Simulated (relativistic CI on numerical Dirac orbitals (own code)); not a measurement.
Ligand-field terms of d4

Computed with a parametric ligand-field model of a d^n configuration (Racah B and C, spin-orbit zeta, crystal field), exact diagonalisation.

Field parameters in Wybourne normalisation: Oh B⁴₀ = 21Dq, B⁴₄ = √(5/14) B⁴₀; Td as Oh with Dq negative (B⁴₀ = 21Dq, B⁴₄ = √(5/14) B⁴₀). The field is a parameter set, without covalency.

Task: Lowest levels for B = 960, C = 4940, ζ = 570 cm⁻¹, Td, 10Dq = -5200 cm⁻¹?

Result: A1 0 (S 2.00), T1 58 (S 2.00), T2 112 (S 2.00), E 495 (S 2.00), T1 529 (S 2.00), T2 815 (S 2.00), A2 5609 (S 2.00), T2 5626 (S 2.00), E 5643 (S 2.00) cm⁻¹, with S from ⟨S²⟩ = S(S + 1). The ground level has 1.99 electrons in the cubic e pair.

Task: Lowest levels for B = 780, C = 2910, ζ = 850 cm⁻¹, Td, 10Dq = -9850 cm⁻¹?

Result: A1 0 (S 1.95), T1 190 (S 1.98), T2 340 (S 1.99), E 917 (S 1.99), T1 994 (S 1.99), T2 1417 (S 1.99), A1 4708 (S 0.53), T1 7635 (S 1.03), E 7969 (S 1.01) cm⁻¹, with S from ⟨S²⟩ = S(S + 1). The ground level has 2.04 electrons in the cubic e pair.

Task: Lowest levels for B = 380, C = 1510, ζ = 130 cm⁻¹, Oh, 10Dq = 8300 cm⁻¹?

Result: A1 0 (S 1.96), T1 14 (S 1.97), E 28 (S 1.99), T2 37 (S 1.99), A2 46 (S 2.00), A1 830 (S 1.07), T1 882 (S 1.04), T2 973 (S 1.01), E 983 (S 1.02) cm⁻¹, with S from ⟨S²⟩ = S(S + 1). The ground level has 0.95 electrons in the cubic e pair.

Task: Lowest levels for B = 920, C = 4590, ζ = 310 cm⁻¹, Oh, 10Dq = 38950 cm⁻¹?

Result: A1 0 (S 1.00), T1 162 (S 1.00), E 458 (S 1.00), T2 460 (S 1.00), A2 12043 (S 2.00), T2 12046 (S 2.00), E 12049 (S 2.00), T1 12051 (S 2.00), A1 12054 (S 2.00) cm⁻¹, with S from ⟨S²⟩ = S(S + 1). The ground level has 0.02 electrons in the cubic e pair.

Task: Lowest levels for B = 830, C = 3550, ζ = 550 cm⁻¹, Oh, 10Dq = 15850 cm⁻¹?

Result: A1 0 (S 1.98), T1 48 (S 1.99), E 94 (S 1.99), T2 126 (S 2.00), A2 159 (S 2.00), A1 4951 (S 1.03), T1 5208 (S 1.02), T2 5591 (S 1.00), E 5630 (S 1.01) cm⁻¹, with S from ⟨S²⟩ = S(S + 1). The ground level has 0.98 electrons in the cubic e pair.
